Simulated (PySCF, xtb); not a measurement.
Si(F)2(Cl)(Me) (CH3ClF2Si), SMILES C[Si](F)(F)Cl.

xtb with GFN2-xTB at its own geometry gives an orbital gap of 7.51 eV and a dipole moment of 2.57 D.

Geometry: PBE0-D3(BJ)/def2-SVP.

Question: What does PBE0/def2-TZVP (PySCF) give? (Estimate from the structure and the level; the computed values follow.)

Answer: gap 10.44 eV (levels -9.68 and 0.76 eV), dipole 2.42 D.
